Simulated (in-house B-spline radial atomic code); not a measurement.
**Removing one electron from Cd³⁸⁺**

Closed shell [He] 2s2 2p6. Computed with an all-electron radial atomic-structure program (B-spline basis): Koopmans values of Dirac-Hartree-Fock plus a diagonal self-energy, in second order or with its direct term screened (direct RPA, with the hole-particle interaction, or full time-dependent Hartree-Fock), linearised in energy; no-pair Dirac-Coulomb Hamiltonian, finite nucleus. Shifts add to the Koopmans value (the ΔSCF shift is orbital relaxation alone); the final value takes TDHF screening with Breit and QED.

Command:
```bash
python run_mb.py task.json out
```
Settings (nuclear radius in fm, box in bohr, cutoff in hartree):
```
basis_form          2
Z                   48
core_configuration  [He] 2s2 2p6
rms_radius          4.6087
mass_number         114
speed_of_light      137.036
box_radius          3.051
lmax                7
intervals           57
virtual_cutoff      9216.0
```

Run time, properties included: 4.8 s on 1 thread of Arm Neoverse N1 (shared host).

Energies in eV:

| subshell | Koopmans | ΔSCF shift | second order | direct RPA | hole-particle | TDHF | Breit + QED | final |
| --- | --- | --- | --- | --- | --- | --- | --- | --- |
| 2p3/2 | 5840.22 | -3.053 | ? | ? | ? | ? | ? | ? |
| 2p1/2 | 6041.91 | -3.463 | -1.904 | -1.553 | -1.753 | -1.784 | -8.788 | 6031.33 |
| 2s1/2 | 6303.73 | -2.244 | -2.977 | -2.560 | -2.802 | -2.837 | -9.056 | 6291.83 |

Problem. What does the self-energy do to 2p3/2?

Solution. It shifts the removal energy by -1.545 eV in second order, -1.247 with direct RPA, -1.420 with the hole-particle term and -1.446 with TDHF screening (quasi-particle weight 0.999); Breit and QED add -6.077 eV. The final value is 5832.69 eV, against 5839 ± 3 eV (NIST, semi-empirical).
